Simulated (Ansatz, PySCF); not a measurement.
FH4N2NbS, SMILES [NH2][Nb]([NH2])([F])=[S], multiplicity 1. Atoms are numbered in the order given.

```xyz
9

Nb    -0.0803     0.0296     0.0491
S      1.7924    -0.5332    -0.8646
F      0.1117     0.9325     1.6914
N     -1.0278     1.2221    -1.1878
H     -1.9741     1.5723    -1.0353
H     -0.6840     1.5488    -2.0895
N     -1.1141    -1.6054     0.3766
H     -0.8093    -2.5580     0.1830
H     -2.0717    -1.6177     0.7295
```
Charge 0, spin multiplicity 1.

Geometry optimised at r2SCAN-D4/def2-SVP. The multiplicity is an assumed one; no other spin state was optimised. The structure was generated by enumeration; whether it is a known compound was not checked. The def2 effective core potentials stand for the cores of Nb; spin–orbit coupling is left out. One conformer was computed; it need not be the lowest.

Two levels are set side by side: PBE-D3(BJ)/def2-SVP (Ansatz, a first-principles code) and r2SCAN-D4/def2-SVP (Ansatz). Each level has its own optimised geometry; the coordinates shown are those of the second. Frequencies come from the Hessian of PySCF at each geometry. Differences are taken from unrounded values.

```tsv
quantity	r2SCAN-D4
mean bond length (Å)	1.506
bond Nb1–S2 (Å)	2.158
bond Nb1–F3 (Å)	1.884
bond Nb1–N4 (Å)	1.962
bond Nb1–N7 (Å)	1.962
bond N4–H5 (Å)	1.021
bond N4–H6 (Å)	1.019
bond N7–H8 (Å)	1.019
bond N7–H9 (Å)	1.021
highest harmonic wavenumber (cm⁻¹)	3633
mean harmonic wavenumber (cm⁻¹)	1117
zero-point energy (kcal/mol)	33.55
```

What does PBE-D3(BJ) give, and how far is it from r2SCAN-D4? (Estimate from the structure and the level; the computed values follow.)


```json
[
 {"quantity": "mean bond length (Å)", "PBE-D3(BJ)": "1.513", "PBE-D3(BJ) minus r2SCAN-D4": "0.007"},
 {"quantity": "bond Nb1–S2 (Å)", "PBE-D3(BJ)": "2.166", "PBE-D3(BJ) minus r2SCAN-D4": "0.008"},
 {"quantity": "bond Nb1–F3 (Å)", "PBE-D3(BJ)": "1.894", "PBE-D3(BJ) minus r2SCAN-D4": "0.010"},
 {"quantity": "bond Nb1–N4 (Å)", "PBE-D3(BJ)": "1.970", "PBE-D3(BJ) minus r2SCAN-D4": "0.008"},
 {"quantity": "bond Nb1–N7 (Å)", "PBE-D3(BJ)": "1.970", "PBE-D3(BJ) minus r2SCAN-D4": "0.008"},
 {"quantity": "bond N4–H5 (Å)", "PBE-D3(BJ)": "1.028", "PBE-D3(BJ) minus r2SCAN-D4": "0.007"},
 {"quantity": "bond N4–H6 (Å)", "PBE-D3(BJ)": "1.025", "PBE-D3(BJ) minus r2SCAN-D4": "0.007"},
 {"quantity": "bond N7–H8 (Å)", "PBE-D3(BJ)": "1.025", "PBE-D3(BJ) minus r2SCAN-D4": "0.007"},
 {"quantity": "bond N7–H9 (Å)", "PBE-D3(BJ)": "1.028", "PBE-D3(BJ) minus r2SCAN-D4": "0.007"},
 {"quantity": "highest harmonic wavenumber (cm⁻¹)", "PBE-D3(BJ)": "3551", "PBE-D3(BJ) minus r2SCAN-D4": "-81"},
 {"quantity": "mean harmonic wavenumber (cm⁻¹)", "PBE-D3(BJ)": "1091", "PBE-D3(BJ) minus r2SCAN-D4": "-26"},
 {"quantity": "zero-point energy (kcal/mol)", "PBE-D3(BJ)": "32.75", "PBE-D3(BJ) minus r2SCAN-D4": "-0.79"}
]
```
